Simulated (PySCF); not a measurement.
# Working out the excitation energy of Ga

Ga [Ar] 3d10 4s2 4p1 (2P) → Ga [Ar] 3d10 4s2 5s1 (2S). Calculation: PySCF 2.14, in aug-cc-pVDZ-DK (6s5p3d, 36 functions); the spin-free X2C one-electron Hamiltonian (Gaussian nucleus). Frozen: [Ar] 3d10. Energies in hartree (1 hartree = 27.21139 eV):

```csv
part,Ga (lower),Ga (upper)
UHF,-1942.084707,-1941.976911
CCSD correlation,-0.043501,-0.041895
(T),-0.000555,-0.000570
```

What does Hartree-Fock give?

(-1941.976911) − (-1942.084707) = 0.107796 hartree = 2.933 eV.

What do CCSD and CCSD(T) give?

The CCSD correlation energies differ by 0.001606 hartree = 0.044 eV and the triples by -0.000015 hartree = 0.000 eV, so CCSD gives 2.977 eV and CCSD(T) 2.977 eV.

Measured between the centres of the two terms (NIST): 3.005 eV, so CCSD(T) (valence) is off by -0.028 eV.

A double-zeta basis recovers only part of the correlation energy.

What remains against the reference includes basis incompleteness, the frozen core and higher excitations.
